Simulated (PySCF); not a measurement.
Mo⁺: excitation energy

Mo⁺ [Kr] 4d5 (6S) → Mo⁺ [Kr] 4d4 5p1 (high-spin determinant), as a difference of total energies. Calculation: PySCF 2.14, in aug-cc-pwCVDZ-PP with ECP28MDF (6s6p5d3f, 70 functions); scalar relativity through the core potential. Correlated levels: valence and next inner shell: nothing frozen outside the core potential. The calculations carry no spin-orbit coupling.

```json
{"method": "UHF", "excitation energy (eV)": "5.534"}
{"method": "MP2 (valence and next inner shell)", "excitation energy (eV)": "5.917"}
{"method": "SCS-MP2 (valence and next inner shell)", "excitation energy (eV)": "5.730"}
{"method": "CCSD (valence and next inner shell)", "excitation energy (eV)": "5.765"}
{"method": "CCSD(T) (valence and next inner shell)", "excitation energy (eV)": "5.767"}
```

Problem. How much does correlation contribute at CCSD(T) (valence and next inner shell)?

Solution. 5.767 − (5.534) = 0.233 eV, measured against UHF.

The determinant of the upper state mixes LS terms, which raises its energy above the lowest term, most at the Hartree-Fock and MP2 levels.
